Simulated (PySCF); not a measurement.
Compound: C5H7FN (doublet state).
Geometry (GFN2-xTB, Å), atoms numbered from 1 in this order:
```xyz
14
C5H7FN angstrom
C     -3.1823    0.2003   -0.0167
C     -1.9587   -0.3175   -0.2633
C     -0.7590    0.3237    0.0765
N      0.4048   -0.2704   -0.2085
C      1.5520    0.2060    0.0454
C      2.8275   -0.4724   -0.2796
F      1.7136    1.4260    0.6616
H     -4.0819   -0.3194   -0.2920
H     -3.2970    1.1558    0.4666
H     -1.8603   -1.2785   -0.7493
H     -0.7892    1.2951    0.5682
H      3.6652    0.1408    0.0413
H      2.8716   -1.4411    0.2167
H      2.8931   -0.6488   -1.3526
```

The hyperfine couplings belong to this conformer and change with its torsions.

As a line formula: `C=C/C=N/[C](C)F` [radical].

Computed with PySCF, UKS B3LYP, pcH-1 on C F H N, non-relativistic, mean-field spin-orbit, GIAO. Isolated species at its GFN2-xTB geometry (one conformer only). GFN2-xTB frequencies show an imaginary mode (109i cm⁻¹), so this geometry is no minimum at that level. The geometry wasn't refined by DFT: couplings that depend on bond lengths, twists or pyramidal angles can differ widely from those at the functional's own minimum. The SCF solution wasn't tested for stability. ⟨S²⟩ is 0.784 where a pure state has 0.75.

Question: The isotropic 13C couplings are +53.2, +48.6, +40.7, -40.2, -15.3 MHz. Assign them to C1; C2; C3; C5; C6.

Answer: 
```csv
site,a_iso (MHz),ρ(0) (bohr⁻³),position,distance from C3 (Å),spin population,largest |T| (MHz)
C1,+40.7,+0.0362,a main spin site,2.43,+0.51,76.0
C2,-40.2,-0.0357,1 bond from C1,1.40,-0.23,25.6
C3,+53.2,+0.0473,largest spin population,0.00,+0.55,90.8
C5,+48.6,+0.0432,a main spin site,2.31,+0.36,72.3
C6,-15.3,-0.0136,1 bond from C5,3.69,-0.03,0.9
```

ρ(0) is the spin density at the nucleus and T the dipolar tensor; entries for several nuclei are means. The Mulliken spin populations are largest on C3 (+0.55), C1 (+0.51), C5 (+0.36) and C2 (-0.23). Three atoms exceed +0.15. The positive populations add up to 1.48 and the negative ones to -0.48, together 2S = 1. The angles at C3 add up to 360.0°, so it is planar. Main spin sites, with 60 % or more of the largest population: C1, C3, C5; positions count bonds from the nearest.

The spin density at the nucleus, in bohr⁻³, is negative for C2 (-0.0357), N4 (-0.0322) and C6 (-0.0136), for instance. A restricted open-shell determinant has no negative spin density anywhere; here it arises because α and β orbitals differ (spin polarisation).

Nuclei that the bonding pattern makes equivalent are averaged, as if the motion that swaps them (rotation, inversion, ring flip) were fast. The three 1H nuclei of mean +29.9 MHz run from 1.0 to 44.4 MHz in the frozen geometry.

C5, the radical centre as drawn in `C=C/C=N/[C](C)F`, holds a spin population of +0.36 out of 1.
